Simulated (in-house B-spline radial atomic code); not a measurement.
How numerical settings move a run on Ga2+, [Ar] 3d10 4s1. Computed with a B-spline radial code for spherical atoms: Dirac-Hartree-Fock, average of configuration, Fermi nucleus of rms radius 3.9973 fm.

Command:
```bash
python run_scf.py task.json out
```
Settings of the sound reference run:
```
Z                31
electrons        29
configuration    [Ar] 3d10 4s1
hamiltonian      dirac
method           hf
spin_polarised   False
nucleus          fermi
rms_radius       3.9973
mass_number      69
atomic_mass      68.92557
speed_of_light   137.036
knot_spacing     0.22
spline_order     8
gauss_points     12
box_radius       22.22
max_iterations   70
damping          0.5
damped_steps     3
diis_vectors     10
tolerance        1e-08
start            Thomas-Fermi
```

Cost of the run: 1.6 s on 1 thread of Arm Neoverse N1, with other jobs on the host.

It converges in 9 iterations to -1941.674086 hartree, with 4s1/2 at -29.7283 eV. The other runs change the listed settings, some to values that make no sense; their results aren't properties of the atom or ion. Radii are in bohr (the nuclear one in fm), a minus after a letter asks for a j subshell, and «unchanged» means within 1e-8 hartree. The run stops when the residual is below 10 × tolerance × max(1, Z/10), or a noise floor if that is larger, and the energy moves by less than 1e-8 × √|E| hartree; so very loose and very tight tolerances often act alike.

| changed settings | outcome |
| --- | --- |
| knot_spacing = 1, max_iterations = 2, damping = 0.95, diis_vectors = 2 | not converged after 2 iterations, last residual 7.9e-01, last energy +2.13e+01 hartree from the reference |
| first_knot = 0.0323, max_iterations = 50, damping = 0.8 | converged in 10 iterations, energy +3.37e-01 hartree from the reference, 4s1/2 level +1.0e-03 eV |
| knot_spacing = 0.4 | converged in 10 iterations, energy +3.39e-04 hartree from the reference, 4s1/2 level +6.4e-05 eV |
| knot_spacing = 1 | converged in 10 iterations, energy +2.01e+01 hartree from the reference, 4s1/2 level +1.1e+00 eV (the program warns: 4s1/2 reaches the box edge; 2s1/2 reaches the box edge) |
| first_knot = 0.0323 | converged in 9 iterations, energy +3.37e-01 hartree from the reference, 4s1/2 level +1.0e-03 eV |
| knot_spacing = 0.75 | converged in 10 iterations, energy +1.02e+00 hartree from the reference, 4s1/2 level +2.0e-01 eV (the program warns: 3s1/2 reaches the box edge; 3p1/2 reaches the box edge) |
| box_radius = 2.22 | converged in 9 iterations, energy +1.56e+00 hartree from the reference, 4s1/2 level +3.2e+01 eV (the program warns: 4s1/2 has a positive eigenvalue: unbound, held by the box; 3s1/2 reaches the box edge) |
| knot_spacing = 0.3 | converged in 9 iterations, energy +1.65e-06 hartree from the reference, 4s1/2 level +4.7e-07 eV |
| knot_spacing = 0.15 | converged in 9 iterations, energy unchanged |
| box_radius = 4.44 | converged in 9 iterations, energy +1.89e-02 hartree from the reference, 4s1/2 level +4.9e-01 eV (the program warns: 4s1/2 reaches the box edge; 3d3/2 reaches the box edge) |
| first_knot = 3.23e-05 | converged in 9 iterations, energy +1.49e-08 hartree from the reference |
| knot_spacing = 0.55 | converged in 10 iterations, energy +4.65e-02 hartree from the reference, 4s1/2 level +7.6e-03 eV |
| electrons = 30, configuration = [Ar] 3d10 4s1 1f1, max_iterations = 100 | stopped with error: there is no 1f shell |
| first_knot = 0.00968 | converged in 9 iterations, energy +1.63e-02 hartree from the reference, 4s1/2 level -3.0e-06 eV |
| gauss_points = 3, first_knot = 0.000323, max_iterations = 100, damped_steps = 1, diis_vectors = 2 | converged in 10 iterations, energy -5.25e-03 hartree from the reference, 4s1/2 level -1.2e-04 eV |
| box_radius = 3.33 | converged in 9 iterations, energy +1.54e-01 hartree from the reference, 4s1/2 level +3.9e+00 eV (the program warns: 4s1/2 reaches the box edge; 3s1/2 reaches the box edge) |
| knot_spacing = 2 | converged in 9 iterations, energy +3.34e+02 hartree from the reference, 4s1/2 level +7.1e+00 eV (the program warns: 4s1/2 reaches the box edge; 1s1/2 reaches the box edge) |
| box_radius = 0.89 | converged in 8 iterations, energy +1.10e+02 hartree from the reference, 4s1/2 level +9.6e+02 eV (the program warns: 4s1/2 has a positive eigenvalue: unbound, held by the box; 3s1/2 has a positive eigenvalue: unbound, held by the box) |

Problem. What happens with max_iterations = 12, start = bare nucleus?

Solution. Converged in 11 iterations, energy unchanged, 4s1/2 level +2.9e-07 eV.

Problem. What happens with first_knot = 0.000323?

Solution. Converged in 9 iterations, energy -7.70e-05 hartree from the reference, 4s1/2 level -1.2e-06 eV.

Problem. What happens with box_radius = 1.33?

Solution. Converged in 8 iterations, energy +1.98e+01 hartree from the reference, 4s1/2 level +2.5e+02 eV (the program warns: 4s1/2 has a positive eigenvalue: unbound, held by the box; 3d3/2 has a positive eigenvalue: unbound, held by the box).

Problem. What happens with spin_polarised = True?

Solution. Stopped with error: spin polarisation is not served with the Dirac Hamiltonian.
